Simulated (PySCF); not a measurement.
1-butanol (C4H10O), SMILES C(CC)CO. Geometry: B3LYP-D3(BJ)/def2-SVP. One conformer was computed; it need not be the lowest.

The numbers are results of B3LYP-D3(BJ)/def2-SVP (PySCF), not measurements.

Harmonic wavenumbers (cm⁻¹): 115, 120, 187, 257, 284, 400, 445, 753, 818, 911, 952, 1015, 1070, 1093, 1125, 1185, 1240, 1241, 1304, 1307, 1313, 1388, 1405, 1462, 1466, 1471, 1475, 1486, 1512, 2947, 2977, 3012, 3023, 3029, 3045, 3077, 3102, 3108, 3831. Rotational constants (GHz): 18.76, 1.970, 1.866; symmetry number 1.

Problem. Work out the zero-point energy and the ideal-gas rigid-rotor harmonic-oscillator thermochemistry at 298.15 K and 1 atm.

Solution. ZPE = ½ Σ hcν = ½ × 59949 cm⁻¹ = 358.57 kJ/mol. H − E(el) = 378.94 kJ/mol. Entropy in J/(mol K): translation 162.45, rotation 108.56, vibration 61.87, total 332.88. G − E(el) = 279.69 kJ/mol. Cp = 105.29 J/(mol K). Modes under 150 cm⁻¹ make the vibrational entropy uncertain.
